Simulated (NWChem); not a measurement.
C$_{3}$H$_{5}$NS; SMILES [C@@H]1(SC=N1)C

```xyz
10

C     -0.4360    -1.8575     0.2966
C      0.0320    -0.6508    -0.4678
N      1.3458    -0.1547    -0.0965
C      0.9462     1.0116     0.2442
S     -0.7935     0.9814    -0.0127
H     -0.3962    -1.6731     1.3796
H      0.2258    -2.7066     0.0628
H     -1.4644    -2.1299     0.0180
H     -0.0462    -0.7858    -1.5590
H      1.5582     1.8471     0.6081
```
Atoms are numbered in this order, from 1.

Results from NWChem. Geometry: optimised at PBE0/def2-SVP. Level: PBE0/def2-SVP with SMD (1 M gas to 1 M solution), gas-phase geometry.

```tsv
solvent	dielectric constant	solvation free energy (kcal/mol)	cavity-dispersion-structure term (kcal/mol)	dipole in solution (D)
water	78.4	-7.0	-1.7	1.18
acetonitrile	35.7	-5.7	-0.5	1.18
dichloromethane	8.93	-6.2	-1.4	1.15
chlorobenzene	5.70	-5.4	-1.1	1.13
1-octanol	9.86	-5.8	-1.0	1.15
acetone	20.5	-5.8	-0.7	1.17
```
